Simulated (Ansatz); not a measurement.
Steps of a relaxation of C$_{3}$H$_{7}$FOSi (`CC(C)O[Si]F`) with RKS PBE0-D4/def2-TZVP.

```sh
$ ansatz run in.yaml --threads 2 --pin off --events-out ev --progress --plain --max-ram 22528MiB --backend cuda --devices 0, --max-vram 18GiB
```

```yaml
crystal:
  periodic: [false, false, false]
  atoms:
    - {symbol: C, position_ang: [-0.347420, -1.242623, 0.911886]}
    - {symbol: C, position_ang: [0.083014, 0.021465, 0.177564]}
    - {symbol: C, position_ang: [0.454352, -0.226819, -1.282056]}
    - {symbol: O, position_ang: [-1.015215, 0.959714, 0.225595]}
    - {symbol: Si, position_ang: [-1.008891, 2.620539, 0.421170]}
    - {symbol: F, position_ang: [0.626347, 2.924639, 0.529073]}
    - {symbol: H, position_ang: [-1.230577, -1.695850, 0.417546]}
    - {symbol: H, position_ang: [0.472805, -1.988353, 0.920275]}
    - {symbol: H, position_ang: [-0.619539, -1.013024, 1.960934]}
    - {symbol: H, position_ang: [0.955023, 0.478196, 0.696609]}
    - {symbol: H, position_ang: [1.273318, -0.970583, -1.355742]}
    - {symbol: H, position_ang: [-0.420862, -0.611942, -1.844146]}
    - {symbol: H, position_ang: [0.798145, 0.709941, -1.764010]}
basis:
  gaussian: {orbitals: def2-TZVP}
hamiltonian: {xc: pbe0, dispersion: d4}
relax: {f_tol: 0.005, max_steps: 150}
```

Positions (Å) and forces (eV/Å) along the path, 11 of 20 steps:

```xyz
13
step=1 energy=-15860.5711 eV
C    -0.347   -1.243    0.912   -0.108   -0.138    0.077
C     0.083    0.021    0.178    0.189    0.164    0.081
C     0.454   -0.227   -1.282    0.007   -0.050   -0.178
O    -1.015    0.960    0.226    0.278    0.964    0.136
Si   -1.009    2.621    0.421    1.148   -1.127   -0.085
F     0.626    2.925    0.529   -1.104   -0.147   -0.060
H    -1.231   -1.696    0.418    0.428    0.219    0.221
H     0.473   -1.988    0.920   -0.375    0.373   -0.022
H    -0.620   -1.013    1.961    0.139   -0.097   -0.508
H     0.955    0.478    0.697   -0.450   -0.248   -0.252
H     1.273   -0.971   -1.356   -0.392    0.348    0.064
H    -0.421   -0.612   -1.844    0.416    0.181    0.283
H     0.798    0.710   -1.764   -0.175   -0.442    0.243
13
step=2 energy=-15860.6430 eV
C    -0.345   -1.232    0.903   -0.008   -0.038    0.038
C     0.089    0.025    0.176   -0.036    0.001   -0.003
C     0.451   -0.232   -1.275    0.015    0.002   -0.035
O    -1.004    0.958    0.224    0.159    0.710    0.085
Si   -1.001    2.600    0.419    0.720   -0.647   -0.034
F     0.614    2.919    0.545   -0.730   -0.116   -0.051
H    -1.218   -1.678    0.410    0.126    0.069    0.061
H     0.467   -1.969    0.909   -0.107    0.097    0.000
H    -0.615   -1.005    1.941    0.039   -0.033   -0.142
H     0.952    0.472    0.690   -0.138   -0.072   -0.079
H     1.260   -0.969   -1.343   -0.110    0.102    0.014
H    -0.418   -0.617   -1.824    0.119    0.053    0.088
H     0.788    0.692   -1.759   -0.048   -0.129    0.058
13
step=3 energy=-15860.6677 eV
C    -0.345   -1.226    0.901   -0.008    0.005   -0.016
C     0.090    0.025    0.173   -0.012   -0.024    0.004
C     0.451   -0.232   -1.273   -0.014   -0.009    0.008
O    -0.991    0.966    0.223    0.056   -0.009   -0.003
Si   -0.991    2.581    0.424   -0.010    0.034    0.003
F     0.594    2.912    0.549   -0.024    0.019    0.006
H    -1.214   -1.667    0.408   -0.027   -0.021   -0.007
H     0.462   -1.961    0.908    0.014   -0.008   -0.003
H    -0.613   -0.999    1.933   -0.006    0.007    0.020
H     0.951    0.465    0.683    0.032    0.016    0.019
H     1.256   -0.966   -1.338    0.016   -0.015   -0.002
H    -0.415   -0.619   -1.815   -0.020   -0.013   -0.024
H     0.785    0.685   -1.760    0.003    0.017   -0.006
13
step=4 energy=-15860.6670 eV rejected
C    -0.346   -1.220    0.897    0.095    0.008    0.070
C     0.103    0.030    0.169   -0.106   -0.112   -0.074
C     0.452   -0.246   -1.280    0.073    0.041    0.021
O    -0.973    0.970    0.217   -0.075    0.073   -0.031
Si   -1.003    2.580    0.441   -0.037    0.041   -0.005
F     0.573    2.938    0.588    0.017    0.015    0.013
H    -1.219   -1.661    0.408    0.022    0.047   -0.026
H     0.457   -1.961    0.905   -0.005   -0.008    0.006
H    -0.613   -0.991    1.930    0.004    0.001   -0.004
H     0.962    0.480    0.680    0.035   -0.115   -0.038
H     1.251   -0.988   -1.343   -0.007    0.001    0.005
H    -0.419   -0.628   -1.818   -0.007    0.001    0.042
H     0.795    0.662   -1.780   -0.009    0.008    0.019
13
step=9 energy=-15860.6711 eV
C    -0.341   -1.192    0.902   -0.006    0.010   -0.001
C     0.111    0.030    0.134    0.020   -0.001    0.005
C     0.455   -0.280   -1.307   -0.003    0.000    0.006
O    -0.952    0.987    0.155   -0.017    0.018   -0.013
Si   -1.023    2.585    0.452    0.110    0.009    0.031
F     0.527    2.954    0.781   -0.105   -0.039   -0.025
H    -1.225   -1.630    0.431   -0.001   -0.002    0.002
H     0.451   -1.944    0.920    0.002    0.001    0.000
H    -0.592   -0.932    1.931    0.000   -0.002   -0.002
H     0.983    0.471    0.627   -0.001    0.007   -0.001
H     1.255   -1.023   -1.354    0.002    0.000   -0.001
H    -0.419   -0.678   -1.829    0.000    0.000   -0.001
H     0.791    0.618   -1.828   -0.001   -0.003   -0.001
13
step=11 energy=-15860.6719 eV
C    -0.339   -1.173    0.903   -0.018    0.009    0.000
C     0.110    0.038    0.114    0.020   -0.011    0.003
C     0.455   -0.296   -1.321   -0.008    0.009   -0.001
O    -0.956    0.995    0.118    0.022    0.004   -0.002
Si   -1.023    2.581    0.473    0.112    0.015    0.031
F     0.518    2.919    0.874   -0.122   -0.032   -0.031
H    -1.222   -1.619    0.440    0.002   -0.002    0.006
H     0.455   -1.923    0.932   -0.001    0.010   -0.004
H    -0.588   -0.897    1.929    0.001   -0.003   -0.007
H     0.981    0.489    0.601   -0.006    0.003   -0.007
H     1.260   -1.035   -1.356   -0.004    0.004    0.004
H    -0.416   -0.708   -1.835    0.004    0.002    0.002
H     0.786    0.595   -1.858   -0.003   -0.008    0.004
13
step=12 energy=-15860.6722 eV
C    -0.338   -1.162    0.904    0.018   -0.001    0.001
C     0.114    0.041    0.105   -0.037   -0.004   -0.017
C     0.456   -0.305   -1.329    0.009   -0.009    0.008
O    -0.952    0.997    0.098    0.024    0.034    0.007
Si   -1.024    2.577    0.480    0.097    0.014    0.033
F     0.507    2.903    0.928   -0.113   -0.028   -0.034
H    -1.222   -1.612    0.447    0.005    0.007   -0.002
H     0.455   -1.912    0.938   -0.004   -0.002    0.003
H    -0.586   -0.877    1.928    0.003    0.000   -0.006
H     0.985    0.498    0.587   -0.003   -0.008   -0.001
H     1.261   -1.042   -1.358   -0.001    0.001   -0.006
H    -0.417   -0.723   -1.837    0.004    0.003    0.006
H     0.783    0.582   -1.875   -0.002   -0.006    0.007
13
step=14 energy=-15860.6728 eV
C    -0.335   -1.142    0.904   -0.008    0.005    0.001
C     0.119    0.046    0.085   -0.002    0.001   -0.007
C     0.458   -0.324   -1.343    0.001    0.005    0.002
O    -0.940    1.009    0.063    0.013    0.045    0.024
Si   -1.032    2.574    0.503    0.061   -0.034    0.004
F     0.475    2.886    1.025   -0.068   -0.022   -0.023
H    -1.224   -1.592    0.458   -0.002   -0.002    0.001
H     0.453   -1.897    0.945    0.001    0.002   -0.001
H    -0.575   -0.840    1.925    0.000   -0.001   -0.001
H     0.993    0.505    0.559    0.005    0.004   -0.003
H     1.261   -1.064   -1.362    0.001   -0.001    0.001
H    -0.417   -0.749   -1.842   -0.001    0.000    0.001
H     0.785    0.552   -1.905   -0.001   -0.002    0.000
13
step=15 energy=-15860.6730 eV
C    -0.333   -1.133    0.904    0.000    0.003    0.001
C     0.122    0.049    0.076    0.005   -0.003    0.011
C     0.458   -0.332   -1.349   -0.011    0.007   -0.002
O    -0.935    1.014    0.050    0.010    0.056    0.004
Si   -1.033    2.574    0.504    0.034   -0.049    0.004
F     0.458    2.873    1.073   -0.038   -0.013   -0.019
H    -1.226   -1.583    0.464    0.000    0.000    0.000
H     0.453   -1.890    0.948    0.000    0.001    0.000
H    -0.570   -0.824    1.924    0.001    0.000   -0.004
H     0.998    0.509    0.546    0.000    0.000    0.003
H     1.261   -1.073   -1.365   -0.001    0.002    0.004
H    -0.417   -0.760   -1.843    0.001    0.000   -0.003
H     0.785    0.540   -1.918   -0.001   -0.003    0.000
13
step=17 energy=-15860.6731 eV
C    -0.333   -1.131    0.904   -0.001    0.000    0.001
C     0.123    0.049    0.075    0.004   -0.006    0.002
C     0.458   -0.333   -1.350   -0.003    0.002   -0.002
O    -0.933    1.015    0.048    0.014   -0.003   -0.002
Si   -1.034    2.571    0.507   -0.004    0.021    0.008
F     0.455    2.873    1.077   -0.009   -0.013   -0.007
H    -1.226   -1.580    0.464   -0.001   -0.002    0.001
H     0.452   -1.890    0.948    0.000    0.001    0.000
H    -0.569   -0.821    1.924    0.000    0.000    0.001
H     1.000    0.508    0.545   -0.001    0.003    0.002
H     1.261   -1.074   -1.365   -0.001    0.001    0.002
H    -0.418   -0.761   -1.843    0.000   -0.001   -0.003
H     0.785    0.539   -1.919    0.001   -0.001   -0.002
13
step=20 energy=-15860.6732 eV
C    -0.332   -1.119    0.904    0.000    0.000   -0.001
C     0.127    0.053    0.064    0.004    0.001    0.003
C     0.459   -0.343   -1.357   -0.002    0.000    0.000
O    -0.926    1.022    0.028   -0.004    0.000   -0.002
Si   -1.039    2.568    0.518    0.003   -0.002    0.000
F     0.437    2.853    1.131   -0.001    0.001    0.000
H    -1.228   -1.569    0.471    0.000    0.000    0.000
H     0.451   -1.879    0.953    0.000    0.000    0.000
H    -0.563   -0.800    1.922    0.000    0.000    0.000
H     1.005    0.514    0.529    0.000    0.000    0.000
H     1.262   -1.084   -1.367    0.000    0.000    0.000
H    -0.418   -0.775   -1.846    0.000    0.000   -0.001
H     0.786    0.523   -1.936    0.000    0.000    0.000
```

Run time 25 s (2 threads of an AMD EPYC 7R13 on a shared host and a share of an NVIDIA H100 80 GB); peak host memory 0.86 GiB.
